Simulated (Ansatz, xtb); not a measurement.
Two isomers of CH10OSeSi3

Structure X is `C[Si@@H]([SiH3])[Se][SiH2]O`, a singlet and structure Y is `C[Se][SiH2][SiH2]O[SiH3]`, a singlet. Both are isolated molecules in the gas phase, relaxed with PBE0-D3(BJ)/def2-SVP, each in the lowest conformer that the search found.

Quicker runs give these differences E(Y) − E(X): GFN2-xTB −90.8 kJ/mol; HF/STO-3G +88.4 kJ/mol (at GFN2-xTB geometries); r2SCAN-D4/def2-SVP +52.5 kJ/mol (at GFN2-xTB geometries).

**Question.** Estimate E(Y) − E(X) at the level CCSD(T)/def2-SVP + ΔMP2/def2-TZVPP.

**Answer.** Calculated at CCSD(T)/def2-SVP + ΔMP2/def2-TZVPP: E(Y) − E(X) = +31.2 kJ/mol, so structure X lies lower.

Level by level:

```csv
level,geometry,E(Y) − E(X) (kJ/mol),departure from the last row (kJ/mol),"job, with rough time for the two"
GFN2-xTB,GFN2-xTB,−90.8,−122.0,"optimisation, 0.55 s"
HF/STO-3G,GFN2-xTB,+88.4,+57.2,"single point, 0.66 s"
r2SCAN-D4/def2-SVP,GFN2-xTB,+52.5,+21.3,"single point, 5.5 s"
PBE0-D3(BJ)/def2-SVP,PBE0-D3(BJ)/def2-SVP,+49.4,+18.3,"optimisation, 3.8 min"
HF/def2-SVP,PBE0-D3(BJ)/def2-SVP,+18.6,−12.6,part of the CCSD(T) run
MP2/def2-SVP,PBE0-D3(BJ)/def2-SVP,+39.9,+8.8,part of the CCSD(T) run
CCSD(T)/def2-SVP,PBE0-D3(BJ)/def2-SVP,+33.3,+2.2,single point
CCSD(T)/def2-SVP + ΔMP2/def2-TZVPP,PBE0-D3(BJ)/def2-SVP,+31.2,,"single point, 2.2 min"
```

As drawn, Y has 1 C–Se, 1 O–Si, 1 Si–H in place of 1 C–Si, 1 Se–Si, 1 O–H.

GFN2-xTB puts the two in the other order. The largest departure from CCSD(T)/def2-SVP + ΔMP2/def2-TZVPP is that of GFN2-xTB, 122.0 kJ/mol. The last row adds to CCSD(T) the change of the MP2 difference between the two basis sets, here −2.2 kJ/mol.

With thermal terms from frequencies at re-optimised GFN2-xTB minima (ideal gas, soft modes damped towards free rotors, one conformer each, 298.15 K, 1 atm): on the last row, ΔE + ΔZPE = +24.8, ΔH = +24.2, ΔG = +23.7 kJ/mol.

The correlated steps freeze 26 core orbitals; the filled d shell of Se is correlated, in a basis made for valence electrons. Mirror images aren't counted in ΔG. Codes used: Ansatz 0.2.0, xtb 6.7.1; the last row on 4 threads of Arm Neoverse V1 on a shared host.
